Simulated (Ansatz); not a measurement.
Mulliken charges of AgClH3N, SMILES `[NH3+][Ag-][Cl]` from r2SCAN/def2-TZVPP in Ansatz (PBE0-D4/def2-TZVP geometry).

| atom | x (Å) | y (Å) | z (Å) | charge (e) |
| --- | --- | --- | --- | --- |
| N1 | -0.590 | 0.573 | -0.381 | -0.306 |
| Ag2 | 0.820 | -0.805 | 0.500 | 0.237 |
| Cl3 | 2.300 | -2.253 | 1.425 | -0.487 |
| H4 | -0.979 | 0.201 | -1.239 | 0.185 |
| H5 | -0.148 | 1.458 | -0.602 | 0.185 |
| H6 | -1.360 | 0.763 | 0.250 | 0.185 |

Question: By hand: the dipole of these point charges (1 e Å = 4.8032 D).

Answer: Σ q r = (-1.205, 1.179, -0.753) e Å, of length 1.846 e Å = 8.87 D.

Question: How does the dipole of the full density compare? (An estimate is asked.)

Answer: Ansatz gave: (-1.270, 1.242, -0.793) e Å, 9.34 D; the point charges give 0.95 times that, at 0° from its direction.

Point charges leave out the atoms' own dipoles, such as those of lone pairs, and Mulliken's split depends on the basis, so the close match here is no proof of good charges.
